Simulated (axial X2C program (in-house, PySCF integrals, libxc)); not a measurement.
## PbF: cheaper levels and CCSD(T), with spin–orbit coupling

Computed with an in-house relativistic program for diatomic molecules. Two-component (2c) means X2C with spin–orbit coupling and atomic mean-field two-electron Coulomb and Gaunt terms. Basis: Pb dyall-cv3z [12s14p10d7f1g], F dyall-av3z [7s6p3d2f] (cores contracted in-house); Gaussian nuclei, density fitting, unrestricted open shells. Masses: Pb 207.977 u, F 18.998 u.

State: Ω = 1/2 (⟨Sz⟩ = -0.46, ⟨Lz⟩ = 0.96 at HF); fragments Pb + F.

| level | Re (Å) | ωe (cm⁻¹) | De (eV) |
| --- | --- | --- | --- |
| PBE0 | 2.067 | 497.7 | 3.87 |
| HF | 2.052 | 510.4 | 2.18 |
| MP2 | 2.081 | 495.1 | 4.29 |
| CCSD | 2.073 | 500.9 | 3.66 |
| r2SCAN0 | 2.053 | 514.0 | 3.85 |

Correlated methods: 11 electrons correlated (number of frozen shells: Pb 5 s, 4 p, 3 d, 1 f; F 1 s), 261 virtual spin orbitals or spinors in MP2, 90 natural virtuals in coupled cluster.

CCSD(T), same Hamiltonian and basis:

Re = 2.079 Å, ωe = 495.3 cm⁻¹, De = 3.81 eV; T1 = 0.018 (Lee–Taylor normalisation).

Problem. Give the differences from CCSD(T) in the columns below.

Solution. 

```tsv
level	ΔRe (Å)	Δωe (cm⁻¹)	ΔDe (eV)
PBE0	-0.012	2	0.06
HF	-0.027	15	-1.63
MP2	0.002	0	0.48
CCSD	-0.006	6	-0.15
r2SCAN0	-0.026	19	0.04
```

One determinant describes the state; a PBE0 search over occupations chose it and may have missed a lower one. De is counted from the lowest determinant-based energies of the atoms at the same level, without counterpoise correction. Density functionals use the spin component along the axis (collinear). Coupled cluster ran in a truncated set of natural virtual spinors; the MP2 energy of the rest was added. (T) has no such correction and the atoms are truncated less, which lowers De at CCSD(T) by a hundredth of an eV or more. In 2c an atomic determinant is not the ground J level, so De misses part of the atomic spin–orbit lowering. This holds for PBE0, r2SCAN0. The functionals have no current-density term, which raises determinants with orbital currents, atoms included. With the outer-core shells frozen, correlated bond lengths of heavy atoms tend to come out a few hundredths of an ångström too long.
